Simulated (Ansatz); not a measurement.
Ansatz (an electronic-structure program) input file for C2H6N2OSi, SMILES N[Si@@H]1COC=N1, PBE-D3(BJ)/def2-SVP. 

Ansatz 0.2 input:
```yaml
crystal:
  periodic: [false, false, false]
  atoms:
    - {symbol: N, position_ang: [2.12738745, 0.20087454, 0.64649273]}
    - {symbol: Si, position_ang: [0.72919328, 0.39474160, -0.33926941]}
    - {symbol: C, position_ang: [-0.82282820, 0.95712471, 0.64309426]}
    - {symbol: O, position_ang: [-1.77509595, -0.11168765, 0.41613854]}
    - {symbol: C, position_ang: [-1.26754541, -1.07880798, -0.39352425]}
    - {symbol: N, position_ang: [-0.10166780, -1.06568338, -0.89637692]}
    - {symbol: H, position_ang: [2.11859785, -0.43351443, 1.44003493]}
    - {symbol: H, position_ang: [3.04949944, 0.23653033, 0.22311579]}
    - {symbol: H, position_ang: [1.13789155, 1.27548682, -1.46267213]}
    - {symbol: H, position_ang: [-1.27563628, 1.89653167, 0.28861155]}
    - {symbol: H, position_ang: [-0.66165455, 1.04930552, 1.72935271]}
    - {symbol: H, position_ang: [-2.01443216, -1.87345952, -0.54601012]}
basis:
  gaussian:
    orbitals: def2-SVP
hamiltonian:
  xc: pbe
  dispersion: d3bj
relax: {f_tol: 0.002, max_steps: 200}
```

Program output:

```
WARN ansatz: RAYON_NUM_THREADS=1 ignored (pool sized by the plan → 1); use --threads N
Functional definition: PBE
integrals: 0.06 GiB planned
1347 factors; their error is unknown
mean field: 0.36 GiB planned
mean field evaluation 1: about -15042.4614 eV, gradient 8.3e1 eV
mean field evaluation 2: about -15009.2899 eV, gradient 1.4e2 eV
mean field evaluation 4: about -15056.2911 eV, gradient 1.7e1 eV
mean field evaluation 8: about -15056.8935 eV, gradient 1.9e-1 eV
mean field evaluation 16: about -15056.8113 eV, gradient 3.1e-3 eV
mean field -15056.81133674 eV, -553.3276107519 hartree, gradient 2.2e-5 eV, S^2 0.000000; 0 other end points of the search recorded, 0 dependent functions left out
the calculation of the forces begins
reference -15056.81137351 eV, -553.3276121032 hartree; 27, 27 occupied and 91, 91 virtual orbitals, 1347 factors
relax step   1: F+E_penalty+E_count = -15057.08956939 eV  Δ(F+E_penalty+E_count) = +0.000e0 eV  max|allowed force component| = 5.846e-1 eV/Å  Δτ_max = 0.0000 Å  (31 SCF iters, accepted)
these checks for a lower state are left out or cut short: starts, cluster_reference, orbital_swaps, neighbouring_geometries, increment
integrals: 0.06 GiB planned
1347 factors; their error is unknown
mean field: 0.36 GiB planned
mean field -15056.82733179 eV, -553.3281985592 hartree, gradient 1.6e-5 eV, S^2 0.000000; 0 other end points of the search recorded, 0 dependent functions left out
the calculation of the forces begins
reference -15056.82736870 eV, -553.3281999157 hartree; 27, 27 occupied and 91, 91 virtual orbitals, 1347 factors
relax step   2: F+E_penalty+E_count = -15057.10488191 eV  Δ(F+E_penalty+E_count) = -1.531e-2 eV  max|allowed force component| = 1.629e-1 eV/Å  Δτ_max = 0.0131 Å  (32 SCF iters, accepted)
these checks for a lower state are left out or cut short: starts, cluster_reference, orbital_swaps, neighbouring_geometries, increment
integrals: 0.06 GiB planned
1347 factors; their error is unknown
mean field: 0.36 GiB planned
mean field evaluation 32: about -15056.8301 eV, gradient 1.1e-4 eV
mean field -15056.83008206 eV, -553.3282996296 hartree, gradient 1.7e-5 eV, S^2 0.000000; 0 other end points of the search recorded, 0 dependent functions left out
the calculation of the forces begins
reference -15056.83011903 eV, -553.3283009885 hartree; 27, 27 occupied and 91, 91 virtual orbitals, 1347 factors
relax step   3: F+E_penalty+E_count = -15057.10726738 eV  Δ(F+E_penalty+E_count) = -2.385e-3 eV  max|allowed force component| = 4.553e-2 eV/Å  Δτ_max = 0.0079 Å  (32 SCF iters, accepted)
these checks for a lower state are left out or cut short: starts, cluster_reference, orbital_swaps, neighbouring_geometries, increment
integrals: 0.06 GiB planned
1347 factors; their error is unknown
mean field: 0.36 GiB planned
mean field -15056.83006388 eV, -553.3282989616 hartree, gradient 1.7e-5 eV, S^2 0.000000; 0 other end points of the search recorded, 0 dependent functions left out
the calculation of the forces begins
reference -15056.83010085 eV, -553.3283003201 hartree; 27, 27 occupied and 91, 91 virtual orbitals, 1347 factors
relax step   4: F+E_penalty+E_count = -15057.10729469 eV  Δ(F+E_penalty+E_count) = -2.731e-5 eV  max|allowed force component| = 4.679e-2 eV/Å  Δτ_max = 0.0103 Å  (32 SCF iters, accepted)
these checks for a lower state are left out or cut short: starts, cluster_reference, orbital_swaps, neighbouring_geometries, increment
integrals: 0.06 GiB planned
1347 factors; their error is unknown
mean field: 0.36 GiB planned
mean field -15056.83027502 eV, -553.3283067209 hartree, gradient 1.7e-5 eV, S^2 0.000000; 0 other end points of the search recorded, 0 dependent functions left out
the calculation of the forces begins
reference -15056.83031200 eV, -553.3283080800 hartree; 27, 27 occupied and 91, 91 virtual orbitals, 1347 factors
relax step   5: F+E_penalty+E_count = -15057.10743915 eV  Δ(F+E_penalty+E_count) = -1.445e-4 eV  max|allowed force component| = 6.168e-2 eV/Å  Δτ_max = 0.0173 Å  (32 SCF iters, accepted)
these checks for a lower state are left out or cut short: starts, cluster_reference, orbital_swaps, neighbouring_geometries, increment
integrals: 0.06 GiB planned
1347 factors; their error is unknown
mean field: 0.36 GiB planned
mean field -15056.83065536 eV, -553.3283206980 hartree, gradient 1.6e-5 eV, S^2 0.000000; 0 other end points of the search recorded, 0 dependent functions left out
the calculation of the forces begins
reference -15056.83069232 eV, -553.3283220564 hartree; 27, 27 occupied and 91, 91 virtual orbitals, 1347 factors
relax step   6: F+E_penalty+E_count = -15057.10796101 eV  Δ(F+E_penalty+E_count) = -5.219e-4 eV  max|allowed force component| = 2.309e-2 eV/Å  Δτ_max = 0.0230 Å  (32 SCF iters, accepted)
these checks for a lower state are left out or cut short: starts, cluster_reference, orbital_swaps, neighbouring_geometries, increment
integrals: 0.06 GiB planned
1347 factors; their error is unknown
mean field: 0.36 GiB planned
mean field -15056.83057812 eV, -553.3283178596 hartree, gradient 1.7e-5 eV, S^2 0.000000; 0 other end points of the search recorded, 0 dependent functions left out
the calculation of the forces begins
reference -15056.83061508 eV, -553.3283192177 hartree; 27, 27 occupied and 91, 91 virtual orbitals, 1347 factors
relax step   7: F+E_penalty+E_count = -15057.10797987 eV  Δ(F+E_penalty+E_count) = -1.886e-5 eV  max|allowed force component| = 1.849e-2 eV/Å  Δτ_max = 0.0082 Å  (33 SCF iters, accepted)
these checks for a lower state are left out or cut short: starts, cluster_reference, orbital_swaps, neighbouring_geometries, increment
integrals: 0.06 GiB planned
1347 factors; their error is unknown
mean field: 0.36 GiB planned
mean field evaluation 64: about -15056.9137 eV, gradient 2.8e-1 eV
mean field -15056.83060644 eV, -553.3283189005 hartree, gradient 1.1e-5 eV, S^2 0.000000; 0 other end points of the search recorded, 0 dependent functions left out
the calculation of the forces begins
reference -15056.83064340 eV, -553.3283202587 hartree; 27, 27 occupied and 91, 91 virtual orbitals, 1347 factors
relax step   8: F+E_penalty+E_count = -15057.10799667 eV  Δ(F+E_penalty+E_count) = -1.680e-5 eV  max|allowed force component| = 3.486e-3 eV/Å  Δτ_max = 0.0029 Å  (24 SCF iters, accepted)
these checks for a lower state are left out or cut short: starts, cluster_reference, orbital_swaps, neighbouring_geometries, increment
integrals: 0.06 GiB planned
1347 factors; their error is unknown
mean field: 0.36 GiB planned
mean field -15056.83060003 eV, -553.3283186648 hartree, gradient 1.4e-5 eV, S^2 0.000000; 0 other end points of the search recorded, 0 dependent functions left out
the calculation of the forces begins
reference -15056.83063699 eV, -553.3283200230 hartree; 27, 27 occupied and 91, 91 virtual orbitals, 1347 factors
relax step   9: F+E_penalty+E_count = -15057.10799888 eV  Δ(F+E_penalty+E_count) = -2.209e-6 eV  max|allowed force component| = 2.369e-3 eV/Å  Δτ_max = 0.0013 Å  (22 SCF iters, accepted)
these checks for a lower state are left out or cut short: starts, cluster_reference, orbital_swaps, neighbouring_geometries, increment
integrals: 0.06 GiB planned
1347 factors; their error is unknown
mean field: 0.36 GiB planned
mean field -15056.83059790 eV, -553.3283185865 hartree, gradient 4.9e-5 eV, S^2 0.000000; 0 other end points of the search recorded, 0 dependent functions left out
the calculation of the forces begins
reference -15056.83063486 eV, -553.3283199447 hartree; 27, 27 occupied and 91, 91 virtual orbitals, 1347 factors
relax step  10: F+E_penalty+E_count = -15057.10799930 eV  Δ(F+E_penalty+E_count) = -4.186e-7 eV  max|allowed force component| = 9.572e-4 eV/Å  Δτ_max = 0.0003 Å  (20 SCF iters, accepted)
integrals: 0.06 GiB planned
1347 factors; their error is unknown
mean field: 0.36 GiB planned
mean field evaluation 96: about -15056.8306 eV, gradient 2.6e-3 eV
mean field -15056.83059790 eV, -553.3283185865 hartree, gradient 4.9e-5 eV, S^2 0.000000; 1 other end points of the search recorded, 0 dependent functions left out
the calculation of the forces begins
reference -15056.83063486 eV, -553.3283199447 hartree; 27, 27 occupied and 91, 91 virtual orbitals, 1347 factors
Total energy: -15057.10803626 eV, -553.3385142580 hartree
Atom 0 at     2.134964     0.221560     0.660071 Å, force    -0.000019    -0.000171     0.000204 eV/Å
Atom 1 at     0.730843     0.401831    -0.340535 Å, force     0.000220     0.000273     0.000319 eV/Å
Atom 2 at    -0.828294     0.958318     0.645693 Å, force     0.000358    -0.000505     0.000105 eV/Å
Atom 3 at    -1.782005    -0.116744     0.425855 Å, force    -0.000126    -0.000100    -0.000302 eV/Å
Atom 4 at    -1.264615    -1.082324    -0.394806 Å, force    -0.000957    -0.000301     0.000361 eV/Å
Atom 5 at    -0.094628    -1.069118    -0.913468 Å, force     0.000598     0.000218    -0.000057 eV/Å
Atom 6 at     2.112907    -0.436274     1.444022 Å, force     0.000008     0.000135    -0.000203 eV/Å
Atom 7 at     3.053555     0.203868     0.210317 Å, force    -0.000107     0.000024     0.000008 eV/Å
Atom 8 at     1.150030     1.290961    -1.471868 Å, force     0.000219     0.000182    -0.000381 eV/Å
Atom 9 at    -1.287826     1.902098     0.285969 Å, force    -0.000208     0.000135    -0.000002 eV/Å
Atom 10 at    -0.664360     1.058303     1.739216 Å, force     0.000094    -0.000009    -0.000146 eV/Å
Atom 11 at    -2.016861    -1.885037    -0.541476 Å, force    -0.000081     0.000117     0.000094 eV/Å
Dipole moment:     0.213715     0.132214     0.287602 e Å
```

The run converged.
